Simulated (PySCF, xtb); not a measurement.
H3IrO3, SMILES [OH][Ir]([OH])[OH], multiplicity 1.

GFN2-xTB run with xtb at its own geometry gives an orbital gap of 1.39 eV and a dipole moment of 1.63 D.

The structure is a stationary point at PBE0-D3(BJ)/def2-SVP. The spin state was assumed, not searched. The def2 effective core potentials stand for the cores of Ir; spin–orbit coupling is left out. Other conformers were not sampled.

Task: What does PBE/def2-TZVPD (PySCF) give? (An estimate is asked for; the answer gives what the named calculation found.)

Result: gap 2.06 eV (levels -5.26 and -3.20 eV), dipole 1.15 D.
